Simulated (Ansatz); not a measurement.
A structure relaxed at PBE-D4/def2-SVP in Ansatz, charge 0, doublet:

```xyz
4

Bi    0.4008   -1.2598   -0.5349
Bi    0.7927    0.6280    1.8996
Bi    1.1841    1.7555   -0.6261
Te   -2.3776   -1.1237   -0.7386
```

**Question.** Give its formula.

**Answer.** the cluster Bi₃Te.

**Question.** Summarise the bond lengths by kind (pairs closer than 1.2 times the sum of covalent radii, bridged metal pairs left out).

**Answer.** 3 × Bi–Bi 2.79 to 3.12 Å; 1 × Bi–Te 2.79 Å.

In the def2 sets Bi, Te take a core potential; there is no spin–orbit coupling. Another isomer (doublet) lies 1.00 eV lower at PBE0-D4/def2-TZVP; other spin states weren't run for this one.
